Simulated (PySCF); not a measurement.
## Adding and removing an electron: SrH

PBE; basis Sr def2-SVPD with ECP28, H def2-SVPD; scalar-relativistic core potentials; PySCF 2.14. Neutral (UKS): doublet (σ ↑), Re = 2.149 Å, ωe = 1162 cm⁻¹, De = 1.77 eV, HOMO -3.22 eV, LUMO -2.49 eV.

SrH⁺ (UKS): singlet (closed shell), Re = 2.047 Å, ωe = 1367 cm⁻¹, De = 2.13 eV to Sr⁺ + H. The energies at the minima are -31.23700 hartree for SrH and -31.04106 for SrH⁺.

**Question.** Work out the adiabatic ionisation energy, without and with harmonic zero-point energies (1 hartree = 27.2114 eV, 1 eV = 8065.5 cm⁻¹), and the change of the bond length.

**Answer.** At PBE: 0.19594 hartree = 5.332 eV between the minima; the zero-point term (1367.0 − 1162.0)/2 cm⁻¹ = +0.013 eV makes it 5.345 eV. Re changes by -10.2 pm against the neutral. The electron leaves a σ orbital; in so polar a molecule the change of length follows mostly from the change of the ionic charges.

For an ion De counts to the pair picked by the measured ionisation energies or electron affinities, which need not be the lowest pair at this level. States were picked by a PBE0 search and need not be the measured ground states.
